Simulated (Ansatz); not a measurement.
C3H11NO3Sn, SMILES `C[O][Sn]([NH2])([O]C)[O]C`, one more setting.

```yaml
crystal:
  periodic: [false, false, false]
  atoms:
    - {symbol: C, position_ang: [-1.017149, -1.347227, 1.786009]}
    - {symbol: O, position_ang: [-1.323828, -0.414265, 0.774111]}
    - {symbol: Sn, position_ang: [0.084033, 0.282863, -0.386949]}
    - {symbol: N, position_ang: [-0.898050, 1.229920, -1.853982]}
    - {symbol: O, position_ang: [1.370949, 1.330645, 0.636557]}
    - {symbol: C, position_ang: [0.908838, 2.323959, 1.522609]}
    - {symbol: O, position_ang: [1.196110, -1.155106, -1.070630]}
    - {symbol: C, position_ang: [0.692660, -2.008814, -2.075292]}
    - {symbol: H, position_ang: [-1.957400, -1.683175, 2.231741]}
    - {symbol: H, position_ang: [-0.402427, -0.907427, 2.581368]}
    - {symbol: H, position_ang: [-0.490372, -2.227820, 1.398745]}
    - {symbol: H, position_ang: [-0.460346, 2.092348, -2.150379]}
    - {symbol: H, position_ang: [-1.858917, 1.425360, -1.602300]}
    - {symbol: H, position_ang: [1.777850, 2.748339, 2.032428]}
    - {symbol: H, position_ang: [0.391635, 3.142031, 1.003477]}
    - {symbol: H, position_ang: [0.229500, 1.924567, 2.286241]}
    - {symbol: H, position_ang: [1.529785, -2.591843, -2.468432]}
    - {symbol: H, position_ang: [0.238540, -1.458853, -2.908276]}
    - {symbol: H, position_ang: [-0.053610, -2.709903, -1.680643]}
basis:
  gaussian: {orbitals: def2-SVP}
hamiltonian: {xc: {name: wB97X-V}}
```

```sh
$ ansatz run in.yaml --threads 4 --pin off --events-out ev --progress --plain --max-ram 66560MiB --backend cpu
```

It prints (some lines left out):

```
Functional definition: wB97X-V
2064 factors; their error is unknown
487 factors; integrals over basis functions are off by at most 6.8e-6 eV
mean field evaluation 1: about -16730.8885 eV, gradient 7.0e1 eV
mean field evaluation 2: about -16731.5654 eV, gradient 7.1e1 eV
mean field evaluation 4: about -16740.5977 eV, gradient 2.8e0 eV
mean field evaluation 8: about -16740.6243 eV, gradient 4.8e-2 eV
mean field evaluation 16: about -16740.6462 eV, gradient 1.3e-4 eV
mean field -16740.64615739 eV, -615.2073990665 hartree, gradient 5.9e-5 eV, S^2 0.000000; 0 other end points of the search recorded, 0 dependent functions left out
reference -16740.64615493 eV, -615.2073989762 hartree; 41, 41 occupied and 138, 138 virtual orbitals, 2064 factors
Total energy: -16740.64615493 eV, -615.2073989762 hartree
```

Run time 9.5 s (4 threads of an AMD EPYC 7R13 on a shared host); peak host memory 0.72 GiB.
